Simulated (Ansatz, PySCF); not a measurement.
System: SiH₂I, charge 0, doublet. SiH2I (SMILES [SiH2]I, doublet).
B3LYP-D3(BJ)/def2-TZVP minimum from Ansatz (a first-principles code):
```xyz
4

Si     1.5352    -1.0689     0.0586
I     -0.4626     0.3547    -0.0178
H      1.4701    -1.9119     1.2798
H      1.5547    -1.9240    -1.1557
```
Charge 0, spin multiplicity 2.

Atomisation energy term by term, kcal/mol (programs: Ansatz). Open shells are spin-unrestricted; no spin-orbit coupling. Correlated methods leave the cores frozen (noble-gas shells, and filled d and f shells in the p block). Past Kr the def2 sets carry scalar-relativistic core potentials. CBS(X,Y): correlation extrapolated as X^-3, Hartree-Fock from the larger set. A bracket is a step between two methods taken in the basis named. For partners of very few electrons the exact lower level stands in for a higher one. Spin-orbit terms, left out, reach several kcal/mol for Br and I, and more for heavier atoms.

```json
[
 {"term": "Hartree-Fock", "basis": "def2-QZVPP", "kcal/mol": "162.19"},
 {"term": "CCSD correlation", "basis": "CBS(def2-TZVPP,def2-QZVPP)", "kcal/mol": "50.34"},
 {"term": "(T)", "basis": "CBS(def2-TZVPP,def2-QZVPP)", "kcal/mol": "3.31"},
 {"term": "CCSDT(Q) - CCSD(T)", "basis": "def2-TZVPP", "kcal/mol": "0.15"},
 {"term": "CCSDTQ - CCSDT(Q)", "basis": "def2-SVP", "kcal/mol": "-0.02"},
 {"term": "minus zero-point energy", "basis": "Hessian by PySCF at B3LYP-D3(BJ)/def2-TZVP", "kcal/mol": "-9.84"},
 {"term": "sum: D0", "basis": "", "kcal/mol": "206.1"}
]
```

The step beyond CCSD(T) by other levels: CCSDTQ in def2-SVP 0.30; CCSDT(Q) in def2-SVP 0.32 kcal/mol.
